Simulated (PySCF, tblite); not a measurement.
Compound: C5H9F3SSi.
SMILES with atom numbers: `[CH3:1][C@@H:2]1[SiH2:3][S:4][CH2:5][C@:6]1([F:7])[CH:8]([F:9])[F:10]` (hydrogens: H11, H12, H13 on C1; H14 on C2; H15, H16 on Si3; H17, H18 on C5; H19 on C8)

Jobs on this species (19 atoms, 96 electrons) with PySCF (density fitting) and tblite. Hardware of each: one thread of an Arm Neoverse N1 (shared host). Other jobs ran on the host; a repeat could differ by tens of per cent or more.

```json
{"level and settings": "GFN2-xTB", "work": "Hessian by finite differences", "basis functions": "–", "SCF cycles": "–", "wall time": "?"}
{"level and settings": "GFN2-xTB", "work": "L-BFGS relaxation", "basis functions": "–", "SCF cycles": "–", "wall time": "1.1 s"}
{"level and settings": "PBE0/pcSseg-1", "work": "shieldings, ring-centre shieldings, charges and field gradients", "basis functions": "229", "SCF cycles": "14", "wall time": "95 s"}
```

**Question.** Fill in the missing figures.

**Answer.** 
- GFN2-xTB; Hessian by finite differences: 1.6 s

**Question.** What do all jobs in the table cost together?

**Answer.** About 98 s; the longest takes about 97 % of that, and about 86 times as long as the shortest.
